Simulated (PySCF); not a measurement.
C5H8NO2 (doublet state).
Z-matrix (Å and degrees, GFN2-xTB geometry), rows numbered from 1:
```
N 
C   1  1.3768
O   2  1.2272  1  121.04
C   2  1.4308  1  116.03  3  -177.75
C   4  1.4881  2  128.96  1     1.15
C   5  1.5380  4  101.49  2   167.88
O   6  1.4136  5  106.20  4    26.46
C   7  1.4098  6  107.65  5   -32.55
H   1  1.0066  2  116.03  3   -10.13
H   1  1.0038  2  120.91  3  -162.73
H   5  1.0972  4  110.71  2   -74.41
H   5  1.0912  4  113.27  2    47.26
H   6  1.0904  5  113.96  4   144.82
H   6  1.1004  5  109.93  4   -92.42
H   8  1.1052  4  110.19  2   -65.76
H   8  1.0955  4  113.03  2    53.55
```

The hyperfine couplings belong to this conformer and change with its torsions.

Identity: `NC(=O)[C]1CCOC1` [radical].

Method used: PySCF, UKS B3LYP, pcH-1 on C H N O, non-relativistic, mean-field spin-orbit, GIAO. The structure is a single GFN2-xTB conformer in the gas phase; no vibrational or solvent corrections. The geometry wasn't refined by DFT: couplings that depend on bond lengths, twists or pyramidal angles can differ widely from those at the functional's own minimum. The frame is twisted about the N1–C2 bond at this geometry (dihedral H9–N1–C2–O3 = -10°); couplings at other torsion angles weren't computed. The SCF solution wasn't tested for stability.

Question: Where do the isotropic ENDOR lines of C4, C2, C8, C5, C6, H15/H16, H11/H12, H9, H10 and H13/H14 fall at 340.5 mT, to first order?

Answer: ν± = |νn ± a/2|, one line for each electron-spin manifold; νn = |g_N| × 7.62259 MHz/T × B.

| nuclei | isotope | g_N | νn (MHz) | a_iso (MHz) | lower line (MHz) | upper line (MHz) |
| --- | --- | --- | --- | --- | --- | --- |
| C4 | 13C | 1.4048 | 3.65 | 72.84 | 32.77 | 40.06 |
| C2 | 13C | 1.4048 | 3.65 | -35.58 | 14.14 | 21.44 |
| C8 | 13C | 1.4048 | 3.65 | -30.71 | 11.71 | 19.00 |
| C5 | 13C | 1.4048 | 3.65 | -27.77 | 10.24 | 17.53 |
| C6 | 13C | 1.4048 | 3.65 | 1.29 | 3.00 | 4.29 |
| H15/H16 | 1H | 5.5857 | 14.50 | 102.50 | 36.75 | 65.75 |
| H11/H12 | 1H | 5.5857 | 14.50 | 90.68 | 30.84 | 59.84 |
| H9 | 1H | 5.5857 | 14.50 | -4.35 | 12.32 | 16.67 |
| H10 | 1H | 5.5857 | 14.50 | -2.02 | 13.49 | 15.51 |
| H13/H14 | 1H | 5.5857 | 14.50 | -1.00 | 14.00 | 15.00 |

The rows for 13C, of low natural abundance, apply to labelled samples.

Question: Which pairs are centred on the nuclear Larmor frequency, and which on half the coupling?

Answer: Centred on νn, since |a| < 2νn: C6, H9, H10 and H13/H14. Centred on |a|/2 and split by 2νn: C4, C2, C8, C5, H15/H16 and H11/H12.

Question: At what field would the lower line of C8 fall to zero frequency?

Answer: Where νn = |a|/2, that is B = 15.36 MHz/(1.4048 × 7.62259 MHz/T) = 1430 mT, as far as first order holds there.

Class means assume fast exchange of nuclei equivalent by connectivity; if that motion is slow, each nucleus keeps its own coupling. H9 and H10 aren't averaged: N1 is flat or nearly so (angle sum 354°), and its turn about the short N1–C2 bond (1.38 Å) is taken as slow. The 1H value of +90.7 MHz is a mean of couplings from 64.4 to 117.0 MHz in this one geometry, not an average over conformers. The 1H value of +102.5 MHz is a mean of couplings from 88.7 to 116.3 MHz in this one geometry, not an average over conformers.

On an Arm Neoverse V1 with one thread, on a shared host, this took 89 s (with the writing of density and orbital grids) and 0.97 GiB of memory at its peak.
